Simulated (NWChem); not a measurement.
# GeH₂F₂; SMILES [GeH2]([F])[F]

Program: NWChem. Medium grid unless said otherwise, to which SCAN and Minnesota functionals are sensitive. Structure relaxed at the PBE0/def2-SVP level. Total energies of different functionals are on different scales.

```tsv
level	energy (Ha)	highest occupied level (eV)	orbital gap (eV)	dipole (D)
B3LYP/def2-SVP	-2277.5768	-9.65	9.69	2.52
PBE/def2-SVP	-2277.0221	-8.23	7.66	2.31
PBE0/def2-SVP	-2277.0778	-9.92	10.22	2.58
RPBE/def2-SVP	-2277.4012	-8.20	7.71	2.27
LC-BLYP (range parameter 0.33 per bohr)/def2-SVP	-2276.9371	-12.02	14.25	2.50
M06-2X/def2-SVP	-2277.4693	-11.39	12.59	2.66
PW6B95/def2-SVP	-2278.7333	-10.05	10.36	2.59
LRC-wPBEh/def2-SVP	-2277.0962	-11.77	13.81	2.58
```
